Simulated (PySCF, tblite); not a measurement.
Isomers of C6H13NSSi, one GFN2-xTB conformer each. Single-point energies are computed at PBE0/pcSseg-1 (PySCF, gas phase, no added dispersion term), electronic only.

```tsv
SMILES	GFN2-xTB relative energy (kcal/mol)
[H]/N=C(\CCS[SiH3])C1CC1	0.0
CN[C@@H]1C[C@@]12C[C@@H]2S[SiH3]	9.7
```

Conformers: `[H]/[N:1]=[C:2](\[CH2:3][CH2:4][S:5][SiH3:6])[CH:7]1[CH2:8][CH2:9]1` with N1–C2–C3–C4 2°, C2–C3–C4–S5 -177°, C3–C4–S5–Si6 -68°, N1–C2–C7–C8 35°; `[CH3:1][NH:2][C@@H:3]1[CH2:4][C@@:5]12[CH2:6][C@@H:7]2[S:8][SiH3:9]` with C1–N2–C3–C4 -80°, C6–C7–S8–Si9 -17°.

Problem. What does PBE0/pcSseg-1 give for the same structures?

Solution. 
```
                          SMILES  PBE0/pcSseg-1 E (Eh)  PBE0/pcSseg-1 (kcal/mol)  GFN2-xTB (kcal/mol)  point group
        [H]/N=C(\CCS[SiH3])C1CC1            -978.19565                       0.0                  0.0           C1
CN[C@@H]1C[C@@]12C[C@@H]2S[SiH3]            -978.15470                      25.7                  9.7           C1
```

Both levels put the same isomer lowest. As drawn, the lower has a C=N bond, which the higher lacks; the higher has a quaternary carbon, which the lower lacks.

Problem. Which frontier levels, dipoles and rotational constants go with these structures?

Solution. 
```csv
SMILES,"HOMO (eV, PBE0/pcSseg-1)",LUMO (eV),dipole (D),"A, B, C (MHz)"
[H]/N=C(\CCS[SiH3])C1CC1,-6.91,0.00,1.77,"2747, 438.7, 408.6"
CN[C@@H]1C[C@@]12C[C@@H]2S[SiH3],-6.19,0.35,1.77,"2386, 577.3, 570.2"
```

Problem. What happens when harmonic zero-point energies from GFN2-xTB frequencies are added?

Solution. 
| SMILES | ZPE (kcal/mol) | electronic (kcal/mol) | with ZPE (kcal/mol) |
| --- | --- | --- | --- |
| [H]/N=C(\CCS[SiH3])C1CC1 | 108.9 | 0.0 | 0.0 |
| CN[C@@H]1C[C@@]12C[C@@H]2S[SiH3] | 108.9 | 25.7 | 25.6 |

The zero-point energies span 0.0 kcal/mol. The order is unchanged.
